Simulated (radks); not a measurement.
Spherical jellium clusters: N electrons in a uniform positive sphere of charge N and radius rs N^(1/3), rs = 2.44 bohr. Calculated with a radial shooting solver with Libxc functionals: non-relativistic Kohn-Sham, PBE, spin-polarised, spherical densities. Levels are named by radial order and angular momentum (1s, 1p, 1d, 2s, ...), and open shells are averaged over m.

N = 26, configuration 1s2 1p6 1d10 2s2 1f(up 6, down 0). This is the lowest configuration that the search found. Occupied and some empty levels:

| level | occupation | eigenvalue (eV) | <r> (bohr) |
|---|---|---|---|
| 1s up | 1 | -9.9413 | 4.368 |
| 1s down | 1 | -9.7364 | 4.109 |
| 1p up | 3 | -8.0964 | 5.289 |
| 1p down | 3 | -7.6548 | 5.093 |
| 1d up | 5 | -5.8703 | 5.959 |
| 1d down | 5 | -5.2581 | 5.840 |
| 2s up | 1 | -5.0548 | 5.113 |
| 2s down | 1 | -4.6455 | 5.208 |
| 1f up | 6 | -3.3568 | 6.601 |
| 1f down | 0 | -2.6473 | 6.576 |
| 2p up | 0 | -2.4117 | 6.628 |
| 2p down | 0 | -2.0308 | 6.729 |
| 1g up | 0 | -0.70940 | 7.501 |

Energy (eV): total -27.5288, kinetic 112.28, external -2967.2, Hartree 1445.2, exchange-correlation -144.57, background 1526.9.
